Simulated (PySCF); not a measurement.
Input file for PySCF: R-M06-2X/LANL2DZ on CoHO (SMILES [OH][Co]), 2S+1 = 1, a spin state set in the input, which need not be the lowest.

```python
from pyscf import gto, scf, dft, mp
from pyscf.data.elements import chemcore

mol = gto.M(
    atom='''
    Co   -0.86845399   -0.62777534   -0.76142339
    O     0.41670835   -0.14252660    0.27916772
    H     0.41857691    0.81767354    0.41193604
    ''',
    basis='lanl2dz',
    ecp={'Co': 'lanl2dz'},
    charge=0, spin=0, verbose=3, max_memory=1800)
mf = dft.RKS(mol, xc='m062x')
mf.conv_tol = 1e-8
mf.max_cycle = 100
mf.kernel()
if not mf.converged:
    mf = mf.newton().run(mf.mo_coeff, mf.mo_occ)
```

Give the final energy of this run.

-220.7287 hartree.
